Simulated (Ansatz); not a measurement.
`[NH2][Al]([NH2])[Cl]`, relaxed with RKS PBE-D4/def2-SVP in Ansatz from a rough embedded geometry. The force threshold is 0.03 eV/Å; the program also tests the step.

Charge 0, multiplicity 1.

Start:

```xyz
8

N    -0.590    1.482   -0.577
Al   -0.273   -0.158    0.260
N     1.362   -1.041   -0.051
Cl   -1.776   -1.105    1.507
H    -1.563    1.847   -0.197
H     0.090    2.215   -0.193
H     1.420   -1.268   -1.126
H     1.331   -1.973    0.376
```

**Question.** By how much does the energy fall, and how many steps does the optimiser take? (Best estimate.)

**Answer.** The calculation gave: 63.46 kJ/mol, in 7 steps.

**Question.** Which bonds change most? (An estimate is asked.)

**Answer.** The calculation gave: Al2–N3 from 1.885 to 1.776 Å; N1–Al2 from 1.868 to 1.776 Å; N1–H5 from 1.106 to 1.021 Å; N3–H7 from 1.100 to 1.021 Å.

**Question.** Give the relaxed structure. (Estimate.)

**Answer.** The calculation gave: 
```xyz
8

N    -0.618    1.456   -0.253
Al   -0.341   -0.210    0.293
N     1.089   -1.165   -0.151
Cl   -1.798   -1.110    1.543
H    -1.445    2.002   -0.005
H     0.004    2.009   -0.846
H     1.862   -0.856   -0.743
H     1.246   -2.125    0.162
```
